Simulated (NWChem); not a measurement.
Species: CH4Cl2OSi; SMILES OC[SiH](Cl)Cl

```xyz
9

O     -0.8771     2.4504     0.1169
C     -1.2047     1.1793    -0.4358
Si    -0.0875    -0.0738     0.4331
Cl    -0.7035    -1.9702    -0.1490
Cl     1.8826     0.2204    -0.1218
H     -1.3591     3.1353    -0.3713
H     -1.0334     1.1301    -1.5226
H     -2.2569     0.9009    -0.2577
H     -0.1615     0.0021     1.9048
```
Atoms are numbered in this order, from 1.

Level: B3LYP/6-31G* (spherical d) (NWChem), optimised geometry, unscaled harmonic frequencies. 

Task: List the harmonic frequencies with IR intensities, and the thermochemistry.

Result: 
```csv
frequency (cm⁻¹),IR intensity (km/mol)
69,13.1
119,13.3
169,28.1
184,54.4
246,41.1
292,5.5
502,71.0
569,147.4
693,10.7
744,91.0
805,162.2
890,99.6
1063,47.7
1200,22.6
1227,6.3
1401,7.8
1515,5.7
2316,101.6
2989,30.4
3031,28.2
3737,25.0
```

| Property | Value |
|---|---|
| zero-point energy | 34.0 kcal/mol |
| thermal correction to the enthalpy at 298.15 K (with zero-point energy) | 39.1 kcal/mol |
| heat capacity Cv | 23.0 cal/(mol K) |
| entropy at 298.15 K and 1 atm (symmetry number 1) | 86.4 cal/(mol K) |
| dipole moment | 3.05 D |

Rigid rotor and harmonic oscillator; modes under 100 cm⁻¹ make the entropy uncertain.
